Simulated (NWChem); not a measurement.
Isomers of C2H4BNO2, each optimised at PBE0/def2-SVP with NWChem, gas phase unless a solvent is named. Flexible species stand in one conformer each, which need not be the lowest.  Relative energies count from the lowest isomer at each level and are electronic, without zero-point energy, on those geometries.

A: OB1CN=CO1
B: COBN=C=O
C: CB(O)OC#N

| quantity | A | B | C |
|---|---|---|---|
| relative energy, PBE/def2-SVP (kcal/mol) | 0.0 | 4.2 | 9.3 |
| dipole (D), PBE0/def2-SVP | 2.07 | 3.25 | 2.80 |
| orbital gap (eV), PBE0/def2-SVP | 7.77 | 7.85 | 9.20 |
